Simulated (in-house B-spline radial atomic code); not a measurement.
Computed with a B-spline radial atomic code. Model: two electrons, singlet ground state, non-relativistic, full CI in B-splines with partial waves to l = 8 (at full coupling up to 3e-4 hartree above the limit, correlation up to 0.6 % small), density held at that of full coupling by Lieb maximisation.

Along the adiabatic connection the electron repulsion is scaled by a coupling λ while a local potential keeps the density fixed. At λ = 0 the system is the Kohn-Sham one and W equals the exchange energy; the exchange-correlation energy is the area under W between 0 and 1. The kinetic energy rises with λ as the electrons avoid each other, with dT/dλ = −λ dW/dλ.

Command:
```bash
python run_ac.py task.json out
```
Settings (lengths in bohr, energies in hartree):
```
potential              harmonic
strength               0.0429
lmax                   8
```

Run time, properties included: 37 s on 1 thread of Intel(R) Xeon(R) Processor @ 2.30GHz, on a shared host.

**W = mean repulsion less Hartree energy, and W of three functionals.**

Given: confinement harmonic well; well frequency 0.0429 hartree; external potential omega^2 r^2/2.

Computed: LDA exchange minus exact 17.978 millihartree; PBE exchange minus exact 5.1433 millihartree.

```json
{"coupling": "0", "W xc (hartree)": "-0.12945", "W xc minus exchange (millihartree)": "0", "kinetic minus Kohn-Sham (millihartree)": "0", "LDA (PW92) W minus its exchange (millihartree)": "0", "PBE W minus its exchange (millihartree)": "0", "SCAN W minus its exchange (millihartree)": "0"}
{"coupling": "0.02", "W xc (hartree)": "-0.13153", "W xc minus exchange (millihartree)": "-2.08", "kinetic minus Kohn-Sham (millihartree)": "0.02", "LDA (PW92) W minus its exchange (millihartree)": "-7.3", "PBE W minus its exchange (millihartree)": "-3.38", "SCAN W minus its exchange (millihartree)": "-1.82"}
{"coupling": "0.05", "W xc (hartree)": "-0.13438", "W xc minus exchange (millihartree)": "-4.922", "kinetic minus Kohn-Sham (millihartree)": "0.12", "LDA (PW92) W minus its exchange (millihartree)": "-13.52", "PBE W minus its exchange (millihartree)": "-7.27", "SCAN W minus its exchange (millihartree)": "-4.28"}
{"coupling": "0.12", "W xc (hartree)": "-0.13992", "W xc minus exchange (millihartree)": "-10.462", "kinetic minus Kohn-Sham (millihartree)": "0.58", "LDA (PW92) W minus its exchange (millihartree)": "-22.91", "PBE W minus its exchange (millihartree)": "-14.02", "SCAN W minus its exchange (millihartree)": "-9.12"}
{"coupling": "0.25", "W xc (hartree)": "-0.14728", "W xc minus exchange (millihartree)": "-17.823", "kinetic minus Kohn-Sham (millihartree)": "1.91", "LDA (PW92) W minus its exchange (millihartree)": "-33.57", "PBE W minus its exchange (millihartree)": "-22.54", "SCAN W minus its exchange (millihartree)": "-15.94"}
{"coupling": "0.4", "W xc (hartree)": "-0.15287", "W xc minus exchange (millihartree)": "-23.416", "kinetic minus Kohn-Sham (millihartree)": "3.7", "LDA (PW92) W minus its exchange (millihartree)": "-41.41", "PBE W minus its exchange (millihartree)": "-29.2", "SCAN W minus its exchange (millihartree)": "-21.59"}
{"coupling": "0.6", "W xc (hartree)": "-0.15772", "W xc minus exchange (millihartree)": "-28.263", "kinetic minus Kohn-Sham (millihartree)": "6.09", "LDA (PW92) W minus its exchange (millihartree)": "-48.43", "PBE W minus its exchange (millihartree)": "-35.38", "SCAN W minus its exchange (millihartree)": "-26.93"}
{"coupling": "0.8", "W xc (hartree)": "-0.16096", "W xc minus exchange (millihartree)": "-31.502", "kinetic minus Kohn-Sham (millihartree)": "8.33", "LDA (PW92) W minus its exchange (millihartree)": "-53.38", "PBE W minus its exchange (millihartree)": "-39.83", "SCAN W minus its exchange (millihartree)": "-30.73"}
{"coupling": "1", "W xc (hartree)": "?", "W xc minus exchange (millihartree)": "?", "kinetic minus Kohn-Sham (millihartree)": "?", "LDA (PW92) W minus its exchange (millihartree)": "?", "PBE W minus its exchange (millihartree)": "?", "SCAN W minus its exchange (millihartree)": "?"}
{"coupling": "1.4", "W xc (hartree)": "?", "W xc minus exchange (millihartree)": "?", "kinetic minus Kohn-Sham (millihartree)": "?", "LDA (PW92) W minus its exchange (millihartree)": "?", "PBE W minus its exchange (millihartree)": "?", "SCAN W minus its exchange (millihartree)": "?"}
{"coupling": "2", "W xc (hartree)": "-0.16945", "W xc minus exchange (millihartree)": "-39.998", "kinetic minus Kohn-Sham (millihartree)": "19.18", "LDA (PW92) W minus its exchange (millihartree)": "-67.96", "PBE W minus its exchange (millihartree)": "-53.25", "SCAN W minus its exchange (millihartree)": "-40.95"}
{"coupling": "3", "W xc (hartree)": "-0.17235", "W xc minus exchange (millihartree)": "-42.893", "kinetic minus Kohn-Sham (millihartree)": "26.28", "LDA (PW92) W minus its exchange (millihartree)": "-73.55", "PBE W minus its exchange (millihartree)": "-58.48", "SCAN W minus its exchange (millihartree)": "-44.05"}
{"coupling": "4.5", "W xc (hartree)": "-0.1748", "W xc minus exchange (millihartree)": "-45.348", "kinetic minus Kohn-Sham (millihartree)": "35.31", "LDA (PW92) W minus its exchange (millihartree)": "-78.53", "PBE W minus its exchange (millihartree)": "-63.18", "SCAN W minus its exchange (millihartree)": "-46.27"}
{"coupling": "7", "W xc (hartree)": "-0.17704", "W xc minus exchange (millihartree)": "-47.591", "kinetic minus Kohn-Sham (millihartree)": "47.91", "LDA (PW92) W minus its exchange (millihartree)": "-83.27", "PBE W minus its exchange (millihartree)": "-67.67", "SCAN W minus its exchange (millihartree)": "-47.92"}
```

Problem. What belongs in the row 1?

Solution. W xc (hartree): -0.16329; W xc minus exchange (millihartree): -33.838; kinetic minus Kohn-Sham (millihartree): 10.43; LDA (PW92) W minus its exchange (millihartree): -57.13; PBE W minus its exchange (millihartree): -43.24; SCAN W minus its exchange (millihartree): -33.55.

Problem. What belongs in the row 1.4?

Solution. W xc (hartree): -0.16649; W xc minus exchange (millihartree): -37.033; kinetic minus Kohn-Sham (millihartree): 14.21; LDA (PW92) W minus its exchange (millihartree): -62.57; PBE W minus its exchange (millihartree): -48.24; SCAN W minus its exchange (millihartree): -37.45.

Problem. What is the SCAN exchange minus exact?

Solution. -0.45745 millihartree.

**Energy parts, natural occupations and partial-wave weights.**

Computed: exchange energy -0.12945 hartree; correlation energy -0.023412 hartree; kinetic part of the DFT correlation energy 0.010426 hartree; Hartree energy 0.25891 hartree; Kohn-Sham kinetic 0.042616 hartree; Lieb Oxford ratio E_xc over LDA exchange 1.3713.

```csv
natural,occupation of the shell (electrons)
s,1.6942
p,0.29295
s,?
p,8.3132e-05
d,6.8814e-05
f,2.777e-05
```

Problem. What belongs in the row s?

Solution. occupation of the shell (electrons): 0.012627.

| wave | weight |
| --- | --- |
| s | 0.85342 |
| p | 0.14652 |
| d | 4.0768e-05 |
| f | ? |
| g | 4.3059e-06 |

Problem. What belongs in the row f?

Solution. weight: 1.5416e-05.

Problem. What is the total energy?

Solution. 0.2495 hartree.

Problem. What is the kinetic part over minus potential part?

Solution. 0.3081.

Half-way to full coupling W has made 76 % of its drop, against 50 % for a straight line, and second-order (GL2) theory, half the initial slope, overshoots the correlation energy by about 130 %: correlation is strong. Over couplings 0 to 1 the errors in E_xc come to about +0.1 millihartree for LDA, -1.1 millihartree for PBE, +0.7 millihartree for SCAN, so LDA is nearest. In LDA and PBE and SCAN the errors of exchange and correlation have opposite signs, so the sum is smaller than the larger of the two.
